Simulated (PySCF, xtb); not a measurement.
Ta(O)(OH)3 (H₃O₄Ta), SMILES [O]=[Ta]([OH])([OH])[OH], multiplicity 1.

xtb with GFN2-xTB at its own geometry gives an orbital gap of 5.29 eV and a dipole moment of 3.28 D.

Geometry optimised at B3LYP-D3(BJ)/def2-SVP. The multiplicity is an assumed one; other spin states were not compared. The def2 effective core potentials stand for the cores of Ta; spin–orbit coupling is left out. One conformer was computed; it need not be the lowest.

Task: What does B3LYP/def2-TZVP (PySCF) give? (The exact figures need the calculation; the answer reports its results.)

Result: gap 8.29 eV (levels -8.92 and -0.63 eV), dipole 0.27 D.
